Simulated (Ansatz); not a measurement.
# Four-centre ligand exchange

Start structure (GaNH₆S, singlet), relaxed at PBE0-D4/def2-TZVP:

Ga1  (-0.875, -0.598, 0.087)
N2  (-0.631, 1.239, -0.101)
H3  (-1.428, -1.359, -1.166)
H4  (-0.847, -1.164, 1.550)
H5  (1.649, 0.309, -0.590)
S6  (1.772, -1.028, -0.450)
H7  (-1.081, 1.699, -0.879)
H8  (-0.718, 1.819, 0.720)
H9  (2.158, -0.916, 0.831)
(Å)

The step: GaNH₄ ([NH2][GaH2]) + H₂S → GaH₃S ([SH][GaH2]) + NH₃ (still joined by a long Ga–N bond); bonds formed: N2–H5; dative contacts that become bonds: Ga1–S6; bonds broken: H5–S6; bonds weakened to dative contacts: Ga1–N2. Computed with Ansatz 0.2.0 (basis: def2-TZVPP and def2-QZVPP); correlated methods freeze the cores. Filled d shells of the heavier atoms are correlated. The def2 sets are not built for correlating such inner shells, so the correlated values are less sure here. Extrapolation: Hartree–Fock as exp(−7.88 √X), correlation as X^−2.97. Energies below are by CCSD(T) at an estimated basis limit (MP2 extrapolated from triple and quadruple zeta, plus CCSD(T) − MP2 in triple zeta).

(1) What are the electronic barrier and the energy of the step, from the start structure to the end structure? (Judge from chemistry; the value comes from the calculation.)

The T1 diagnostic stays at or below 0.013.

Answers

(1) The calculation gives: Barrier 13.8 kJ/mol; step energy -118.4 kJ/mol (downhill); reverse barrier, their difference, 132.2 kJ/mol. Barrier and step energy count from the start structure, the reverse barrier from the end structure.

The saddle point: One imaginary mode of 329i cm⁻¹.
```json
{"pair": "Ga1–S6", "start (Å)": "2.73", "saddle (Å)": "2.59", "end (Å)": "2.26"}
{"pair": "N2–H5", "start (Å)": "2.51", "saddle (Å)": "1.70", "end (Å)": "1.02"}
{"pair": "Ga1–N2", "start (Å)": "1.86", "saddle (Å)": "1.92", "end (Å)": "2.16"}
{"pair": "H5–S6", "start (Å)": "1.35", "saddle (Å)": "1.44", "end (Å)": "2.95"}
```

Zero-point energy (harmonic, PBE0-D4): ZPE is 148.9 kJ/mol at the start and 147.3 kJ/mol at the saddle, so the barrier goes from 13.8 to 12.2 kJ/mol.

Exchanges of this kind with a chalcogen hydride build sulfide and selenide films.

Labels in which every atom is bracketed show which atoms are joined, not bond orders.

For scale, one of the runs: CCSD(T)/def2-TZVPP, 205 basis functions, launched by `ansatz run in.yaml --threads 4 --pin off --events-out ev --progress --plain --max-ram 9574MiB`. Time: 110 s of wall clock on 4 CPU threads of an AMD EPYC; the host was shared. Peak host memory: 2.6 GiB.
